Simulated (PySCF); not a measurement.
**Polarisability and C₆ of Nb²⁺ (niobium, charge +2)**

[Kr] 4d3, high-spin 4F determinant. Computed with PySCF 2.14 in aug-cc-pVTZ-DK (9s8p6d3f2g, 102 functions), with the spin-free X2C one-electron Hamiltonian (Gaussian nucleus). Coupled (time-dependent) response in atomic units; α is the mean over directions.

```json
{"method": "PBE0", "mean α (bohr³)": "11.10", "C₆ (like pair)": "57.58", "S(−4)": "60.96"}
```

S(−4) is the Cauchy moment in α(ω) = α(0) + S(−4) ω² + …

Spin-orbit coupling is absent.

α(iu) at PBE0:

```
u (hartree)  α(iu) (bohr³)
          0          11.10
     0.0500          10.95
      0.100          10.54
      0.200          9.343
      0.300          8.118
      0.500          6.235
      0.750          4.696
       1.00          3.663
       1.50          2.381
       2.00          1.646
       3.00         0.9010
       5.00         0.3810
```

A single London oscillator, α(iu) = α/(1 + u²/ω²), gives C₆ = (3/4) ω α². Matching the computed C₆ needs ω = 4 × 57.58 / (3 × 11.10²) = 0.623 hartree.

For an ion, C₆ is the dispersion term alone; charge-induced terms of lower order in 1/R come first.
